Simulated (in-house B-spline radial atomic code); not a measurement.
Results of a calculation; reference values are marked as such.
What the choice of pseudopotential does to G0W0 on PBE0: In²⁺

All numbers come from an all-electron radial atomic-structure program (B-spline basis), non-relativistic (model numbers for so heavy an element), configuration [Kr] 4d10 5s1, open shells at high spin. Semilocal Troullier-Martins pseudo-atoms, one channel per l, are made with PBE or LDA for several valence sets and radii, with or without a model core, and set against the all-electron atom. One channel fits only the lowest state of its l, so a second state of that l is approximate. All electrons give 5s up: PBE0 -23.924 eV, G0W0 -27.467 eV, 4d down: PBE0 -39.75 eV, G0W0 -45.32 eV. Potentials are made in the ion's own configuration unless the neutral atom is named, and a smooth local potential serves every l without a channel. Potentials that miss their own reference levels by more than 6 millihartree, or need radii over 3.5 bohr, are left out. Columns give pseudo minus all-electron, in eV; a dash marks a level in the core or of low weight.

| valence | made with | radii (bohr) | model core (bohr) | 5s up PBE0 | 5s up G0W0 | 4d down PBE0 | 4d down G0W0 |
| --- | --- | --- | --- | --- | --- | --- | --- |
| 4d 5s | PBE | s 1.70 p 1.99 d 0.75 | none | -0.26 | -0.67 | +1.09 | +3.10 |
| 4d 5s | LDA | s 2.12 p 2.44 d 0.92 | none | -0.34 | -0.76 | +0.87 | +3.13 |
| 4d 5s | PBE, neutral atom | s 2.59 p 3.36 d 1.07 | none | -0.25 | -0.71 | +1.20 | +3.59 |
| 4d 5s | LDA | s 1.70 p 1.95 d 0.73 | 0.75 | -0.22 | -0.62 | +1.59 | +3.60 |
| 4d 5s | PBE, neutral atom | s 2.03 p 2.63 d 0.84 | 0.75 | -0.28 | -0.71 | +1.79 | +4.05 |
| 4d 5s | PBE, neutral atom | s 2.93 p 3.40 d 1.21 | 0.75 | -0.29 | -0.79 | +1.73 | +4.27 |
| 4p 4d 5s | PBE, neutral atom | s 1.80 p 0.66 d 0.75 | none | -0.63 | -1.60 | +0.22 | +0.85 |
| 4p 4d 5s | PBE, neutral atom | s 2.25 p 0.83 d 0.93 | none | -0.51 | -1.38 | +0.34 | +1.01 |
| 4p 4d 5s | PBE | s 2.44 p 0.95 d 1.07 | none | -0.49 | -1.38 | +0.33 | +1.06 |
| 4p 4d 5s | PBE, neutral atom | s 1.80 p 0.66 d 0.75 | 0.58 | -0.65 | -1.62 | +0.24 | +0.87 |
| 4p 4d 5s | PBE, neutral atom | s 2.03 p 0.74 d 0.84 | 0.58 | -0.57 | -1.45 | +0.40 | +1.04 |
| 4p 4d 5s | PBE, neutral atom | s 2.25 p 0.83 d 0.93 | 0.58 | -0.54 | -1.41 | +0.44 | +1.12 |
| 4p 4d 5s | LDA, neutral atom | s 2.59 p 0.95 d 1.07 | 0.58 | -0.60 | -1.58 | +0.48 | +1.26 |
| 4s 4p 4d 5s | PBE, neutral atom | s 0.92 p 0.95 d 1.07 | 0.56 | -0.18 | -0.16 | -0.17 | -0.27 |

Problem. How does the G0W0 shift of 5s up, which all sets hold, depend on the valence set?

Solution. Mean size: 4s 4p 4d 5s: 0.16 eV; 4d 5s: 0.71 eV; 4p 4d 5s: 1.49 eV. A semicore state feels strong exchange with the other subshells of its n, so the gain is largest when that whole shell is in the valence. A larger valence set can do worse when it takes only part of a shell, whose exchange with the frozen rest is then left to the functional. The means mix radii and the functional used in making the potentials.
